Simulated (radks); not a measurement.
Species: Gd+. Configuration: [Xe] 4f7 5d1 6f1 (not the ground configuration).

All-electron calculation, scalar-relativistic Kohn-Sham, PBE, spin-polarised, spherical densities, point nucleus; open shells are filled with parallel spins first (spin-orbit coupling, left out, can overturn this in heavy ions). Program: a radial shooting solver on a logarithmic mesh with Libxc functionals.

Energy parts (eV):
part                      energy
total                 -306696.58
kinetic                329359.81
electron-nucleus      -747507.13
Hartree                118217.70
exchange-correlation    -6766.95

Orbitals (lengths in bohr, moments of r in powers of bohr; <r^-3> diverges for s and p1/2; r(90%) holds 90 % of the orbital's charge):
orbital  occ.  eigenvalue (eV)    <1/r>   <r^-3>  r(90%)      <r^2>
1s up       1        -50115.35    71.67        -  0.0396  0.0006547
1s down     1        -50115.35    71.67        -  0.0396  0.0006547
2s up       1        -8283.245    16.62        -   0.144    0.01027
2s down     1        -8283.164    16.62        -   0.144    0.01027
2p up       3        -7371.814    15.52    11430   0.134   0.008282
2p down     3        -7371.756    15.52    11430   0.134   0.008282
3s up       1        -1845.459    6.097        -   0.358    0.06829
3s down     1        -1842.831    6.104        -   0.358    0.06816
3p up       3        -1563.152    5.731     2394   0.364    0.06849
3p down     3        -1560.534    5.738     2400   0.363    0.06834
3d up       5        -1190.411    5.438    322.9   0.345    0.05756
3d down     5        -1188.392    5.444    323.7   0.344    0.05738
4s up       1        -382.6710    2.570        -   0.794     0.3450
4s down     1        -376.5077    2.569        -   0.794     0.3450
4p up       3        -289.6347    2.363    534.9   0.851     0.3895
4p down     3        -283.5160    2.361    533.9   0.851     0.3897
4d up       5        -160.9770    2.082    60.37   0.955     0.4689
4d down     5        -154.9136    2.079    60.14   0.957     0.4707
4f up       7         -21.8378    1.535    8.192    1.45     0.9384
4f down     0         -16.3567    1.493    7.829    1.55      1.064
5s up       1         -62.2960    1.002        -    1.91      1.973
5s down     1         -58.8031   0.9836        -    1.94      2.031
5p up       3         -39.5277   0.8476    74.96    2.25      2.695
5p down     3         -36.7324   0.8282    70.36    2.30      2.801
5d up       1         -13.3674   0.5488    3.969    3.63      6.452
5d down     0         -11.6944   0.5283    3.545    3.74      6.868
6f up       1          -1.9045  0.09501  0.02203    20.0      227.8

The highest occupied level is 6f up at -1.905 eV. The configuration is held as typed, so some empty levels lie below it. Spin moment in Bohr magnetons: 9. Summed over all electrons, <r^2> = 270.2 bohr^2, which gives a Langevin (diamagnetic) susceptibility term of -214 x 10^-6 cm^3/mol. The density falls to 0.001 e/bohr^3 at r = 3.80 bohr.
